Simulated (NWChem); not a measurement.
System: CH$_{3}$NOSi; SMILES N#CO[SiH3]

Computed with NWChem. Pople sets run with spherical d functions. Coordinates come from a B3LYP/6-31G* (spherical d) optimisation. Level: M06-2X/6-31G* with SMD (1 M gas to 1 M solution), gas-phase geometry. Reactions with the solvent are ignored.

| solvent | dielectric constant | solvation free energy (kcal/mol) | cavity-dispersion-structure term (kcal/mol) | dipole in solution (D) |
|---|---|---|---|---|
| water | 78.4 | -0.7 | 5.5 | 5.57 |
| 1-octanol | 9.86 | -1.9 | 3.6 | 5.47 |
| cyclohexane | 2.02 | -1.1 | 1.7 | 5.05 |
| n-hexane | 1.88 | -1.3 | 1.2 | 5.02 |
| 1,4-dioxane | 2.21 | -0.7 | 2.3 | [?] |
| anisole | 4.22 | -2.3 | 2.1 | 5.32 |
| acetonitrile | 35.7 | -3.6 | 2.3 | 5.56 |

What belongs in the gaps?


- 1,4-dioxane, dipole in solution (D): 5.09
